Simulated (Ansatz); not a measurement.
Input and output for CH₃BFNO, SMILES `OC1(F)BN1`.

```yaml
crystal:
  periodic: [false, false, false]
  atoms:
    - {symbol: O, position_ang: [0.033888, 1.390710, 0.753994]}
    - {symbol: C, position_ang: [0.378583, 0.245219, 0.095235]}
    - {symbol: F, position_ang: [1.509268, 0.489522, -0.658085]}
    - {symbol: B, position_ang: [-0.057012, -1.180217, 0.478477]}
    - {symbol: N, position_ang: [-0.602151, -0.523370, -0.582662]}
    - {symbol: H, position_ang: [0.121475, 2.134061, 0.144941]}
    - {symbol: H, position_ang: [-0.076632, -2.192089, 1.088801]}
    - {symbol: H, position_ang: [-1.215316, -0.420835, -1.376402]}
basis:
  gaussian: {orbitals: STO-3G}
hamiltonian: {xc: {name: B3LYP}, dispersion: d3bjatm}
```

```sh
$ ansatz run in.yaml --threads 2 --pin off --events-out ev --progress --plain --max-ram 4352MiB
```

Shortened log:

```
Functional definition: B3LYP
399 factors; integrals over basis functions are off by at most 3.5e-5 eV
mean field evaluation 1: about -7903.4080 eV, gradient 2.4e1 eV
mean field evaluation 2: about -7903.4616 eV, gradient 2.5e1 eV
mean field evaluation 4: about -7905.0299 eV, gradient 1.6e0 eV
mean field evaluation 8: about -7904.9972 eV, gradient 3.1e-2 eV
mean field -7904.99725114 eV, -290.5032907799 hartree, gradient 1.1e-5 eV, S^2 0.000000; 0 other end points of the search recorded, 0 dependent functions left out
reference -7904.99741316 eV, -290.5032967340 hartree; 19, 19 occupied and 9, 9 virtual orbitals, 399 factors
Total energy: -7905.20276981 eV, -290.5108434518 hartree
```

Hardware: 2 threads of an Arm Neoverse V2 on a shared host. Wall time 0.45 s, peak host memory 0.37 GiB.
